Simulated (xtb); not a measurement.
BiF$_{2}$, doublet, from a rough starting geometry (GFN-xTB shapes and energies of metal compounds can be far from the true ones) (the spin is typed, not shown lowest); xtb 6.7.1 with GFN2-xTB.

The xtb input:
```
$ xtb mol.xyz --gfn 2 --uhf 1 --opt vtight --json

# file mol.xyz
3

Bi     0.86444939     0.37348090     0.35521383
F     -0.60383376     0.97960358    -1.17529717
F     -0.31461970    -1.37323255     0.77638149
```

The log (banner, timings and long lists left out):

```
   ID    Z sym.   atoms
    1   83 Bi     1
    2    9 F      2, 3

           -------------------------------------------------
          |                Calculation Setup                |
           -------------------------------------------------

           -------------------------------------------------
          |                 G F N 2 - x T B                 |
           -------------------------------------------------

          ...................................................
          :                      SETUP                      :
          :.................................................:
          :  # basis functions                  12          :
          :  # atomic orbitals                  12          :
          :  # shells                            6          :
          :  # electrons                        19          :
          :  max. iterations                   250          :
          :  Hamiltonian                  GFN2-xTB          :
          :  restarted?                      false          :
          :  GBSA solvation                  false          :
          :  PC potential                    false          :
          :  electronic temp.          300.0000000     K    :
          :  accuracy                    1.0000000          :
          :  -> integral cutoff          0.2500000E+02      :
          :  -> integral neglect         0.1000000E-07      :
          :  -> SCF convergence          0.1000000E-05 Eh   :
          :  -> wf. convergence          0.1000000E-03 e    :
          :  Broyden damping             0.4000000          :
          :  net charge                          0          :
          :  unpaired electrons                  1          :
          ...................................................

 iter      E             dE          RMSdq      gap      omega  full diag
   1    -11.8274787 -0.118275E+02  0.927E+00    3.18       0.0  T
   2    -11.8320957 -0.461707E-02  0.538E+00    2.78       1.0  T
   3    -11.8323308 -0.235121E-03  0.928E-01    2.43       1.0  T
   4    -11.8331380 -0.807163E-03  0.615E-01    2.43       1.0  T
   5    -11.8331727 -0.347288E-04  0.209E-01    2.42       1.0  T
   6    -11.8331768 -0.409631E-05  0.975E-02    2.43       1.0  T
   7    -11.8331768 -0.672545E-08  0.307E-02    2.45       1.9  T
   8    -11.8331772 -0.354804E-06  0.109E-02    2.44       5.3  T
   9    -11.8331772  0.233245E-08  0.290E-03    2.44      19.9  T
[...]
         :: total energy             -11.832704142193 Eh    ::
 * total energy  :   -11.8327041 Eh     change       -0.4929390E-11 Eh
 * total energy  :   -11.8366289 Eh     change       -0.3924759E-02 Eh
 * total energy  :   -11.8368848 Eh     change       -0.2559153E-03 Eh
 * total energy  :   -11.8368850 Eh     change       -0.1883197E-06 Eh
 * total energy  :   -11.8368936 Eh     change       -0.8555169E-05 Eh
 * total energy  :   -11.8368936 Eh     change       -0.7326840E-07 Eh
   *** GEOMETRY OPTIMIZATION CONVERGED AFTER 6 ITERATIONS ***
         :: total energy             -11.836893633738 Eh    ::
[...]
         7        2.0000           -0.4622606             -12.5788
         8        2.0000           -0.4606052             -12.5337
         9        2.0000           -0.4579060             -12.4603
        10        1.0000           -0.3308075              -9.0017 (HOMO)
        11                         -0.2061206              -5.6088 (LUMO)
        12                         -0.1857968              -5.0558
      -------------------------------------------------------------
                  HL-Gap            0.1246869 Eh            3.3929 eV
             Fermi-level           -0.3314104 Eh           -9.0181 eV

     #   Z          covCN         q      C6AA      α(0)
     1  83 Bi       1.426     0.795   489.808    44.046
     2   9 F        0.713    -0.398    13.501     4.339
     3   9 F        0.713    -0.397    13.500     4.339

 Mol. C6AA /au·bohr⁶  :        838.779082
 Mol. C8AA /au·bohr⁸  :      82833.340348
 Mol. α(0) /au        :         52.723770

Wiberg/Mayer (AO) data.
largest (>0.10) Wiberg bond orders for each atom

 ---------------------------------------------------------------------------
     #   Z sym  total        # sym  WBO       # sym  WBO       # sym  WBO
 ---------------------------------------------------------------------------
     1  83 Bi   1.775 --     3 F    0.888     2 F    0.888
     2   9 F    0.932 --     1 Bi   0.888
     3   9 F    0.933 --     1 Bi   0.888
 ---------------------------------------------------------------------------

Topologies differ in total number of bonds
Writing topology from bond orders to xtbtopo.mol

molecular dipole:
                 x           y           z       tot (Debye)
 q only:        1.827       0.821       0.741
   full:        2.112       0.949       0.856       6.274
molecular quadrupole (traceless):
                xx          xy          yy          xz          yz          zz
 q only:        4.239       1.537      -2.994       0.186       5.106      -1.246
  q+dip:        4.858       1.572      -3.531      -0.068       6.208      -1.327
   full:        4.873       2.088      -3.271       0.693       5.263      -1.602

optimized geometry written to: xtbopt.xyz

           -------------------------------------------------
          | TOTAL ENERGY              -11.836893633738 Eh   |
          | GRADIENT NORM               0.000124201672 Eh/α |
          | HOMO-LUMO GAP               3.392903106328 eV   |
           -------------------------------------------------
```
